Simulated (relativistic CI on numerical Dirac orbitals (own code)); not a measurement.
**Tm59+: sensitivity of the levels to the model**

Base calculation: Dirac-Coulomb-Breit CI, orbitals from a KLI potential per configuration, model QED (radiative potential, 1s self-energy scaled to tabulated hydrogen-like ionisation energies), unscaled Slater integrals.

CI space (outside the closed core 1s2): 2s²2p⁶, 2s²2p⁵3s, 2s²2p⁵3p, 2s²2p⁵3d, 2s2p⁶3s, 2s2p⁶3p, 2s2p⁶3d, 2s²2p⁵4s, 2s²2p⁵4p, 2s²2p⁵4d, 2s²2p⁵4f, 2s²2p⁴3s², 2s2p⁶4s, 2s²2p⁴3s3p, 2s2p⁶4p, 2s²2p⁵5s, 2s2p⁶4d, 2s²2p⁵5p, 2s2p⁶4f, 2s²2p⁵5d, 2s²2p⁴3s3d, 2s²2p⁵5f, 2s²2p⁴3p², 2s²2p⁵5g, 2s²2p⁴3p3d, 2s2p⁵3s², 2s²2p⁴3d², 2s2p⁵3s3p, 2s2p⁵3s3d, 2s2p⁵3p², 2s2p⁶5s, 2s2p⁶5p, 2s2p⁵3p3d, 2s2p⁶5d, 2s2p⁶5f, 2s2p⁶5g. Levels of other configurations are missing.

Variants: (1) Breit term removed. Shifts of the energy above 2s²2p⁶ ¹S0, in eV, for the lowest level and the first level of each name with at least 55 % of one term (blank where a level changes its place among those of its configuration and J or its character, or is not in the variant):

| Level | Base | Δ(1) |
| --- | --- | --- |
| 2s²2p⁶ ¹S0 | 0.00 | 0.00 |
| 2s²2p⁵3s ³P°2 | 7162.93 | +15.65 |
| 2s²2p⁵3s ¹P°1 | 7170.67 | +15.29 |
| 2s²2p⁵3p ³D3 | 7569.31 | +16.23 |
| 2s²2p⁵3p ¹P1 | 7569.55 | +15.67 |
| 2s²2p⁵3p ³P2 | 7581.09 | +14.75 |
| 2s²2p⁵3p ¹S0 | 7632.64 | +13.37 |
| 2s²2p⁵3d ³P°0 | 7715.11 | +13.36 |
| 2s²2p⁵3d ³P°1 | 7724.16 | +15.69 |
| 2s²2p⁵3d ³F°4 | 7785.17 | +19.54 |
| 2s²2p⁵3d ³D°3 | 7800.85 | +18.00 |
| 2s²2p⁵3d ¹P°1 | 7828.24 | +18.97 |
| 2s²2p⁵3s ³P°0 | 8169.27 | +26.58 |
| 2s²2p⁵3s ³P°1 | 8172.61 | +27.52 |

At this charge energies of transitions that change n are usually good to better than 1 %, and those within a shell (Δn = 0) to a few per cent.

Ionisation energy from the two ground configurations alone: base 13345.4 eV; Breit term removed 13365.8 eV. The NIST ASD value (theoretical) is 13347 eV.

LS names give the leading component of a level, which can be under half, so a name can repeat, a term be missing and a line seem to break the LS rules.
